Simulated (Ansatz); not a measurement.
Two isomers of C3H5ClSi: A = `C=C1[SiH2]C1Cl`, B = `ClC1=CC[SiH2]1`.

Gas-phase electronic energies from Ansatz, PBE0-D4/def2-TZVP geometries. CBS: MP2 limit from def2 TZ/QZ plus the TZ coupled-cluster correction, frozen cores. DFT in def2-TZVPP. B3LYP here is the variant with VWN-RPA as its local correlation; programs differ in this.

Which is lower in electronic energy at CCSD(T)/CBS, and by how much? (Estimate.)

Computed: B, by 26.9 kcal/mol.

Give E(B) − E(A) in kcal/mol with ωB97M-V, r2SCAN-D4, CCSD/def2-TZVPP, PBE0-D4, HF/def2-TZVPP, MP2/def2-TZVPP, B3LYP-D4. (An estimate is asked.)

Computed: ωB97M-V -26.9, r2SCAN-D4 -25.3, CCSD/def2-TZVPP -27.5, PBE0-D4 -26.9, HF/def2-TZVPP -28.9, MP2/def2-TZVPP -28.0, B3LYP-D4 -24.7. None reverses the order clearly.

Largest T1 diagnostic: 0.012.

In def2-TZVPP, CCSD(T) changes the Hartree–Fock value by +1.8 kcal/mol (the triples alone add +0.4 kcal/mol) and MP2 by +0.9 kcal/mol. From PBE to PBE0 (25 % exact exchange), in def2-TZVPP and without D4, E(B) − E(A) moves by −2.1 kcal/mol.
